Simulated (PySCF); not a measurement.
A structure optimised at PBE-D3(BJ)/def2-SVP, used in a PySCF frequency run:

```xyz
8

Si    -0.3764     0.3231     0.1911
S     -0.8399    -0.5958    -1.7007
S     -0.0523    -1.3183     1.5590
S      1.2920     1.6435    -0.1299
H     -1.4384     1.2351     0.7324
H     -1.6520    -1.5453    -1.1512
H     -0.1451    -0.5305     2.6692
H      2.1070     0.6472    -0.5805
```

Problem. Write its SMILES and formula.

Solution. S[SiH](S)S, H4S3Si

Problem. What are its rotational constants (standard atomic weights)?

Solution. 2.4122, 2.1007, 1.2187 GHz
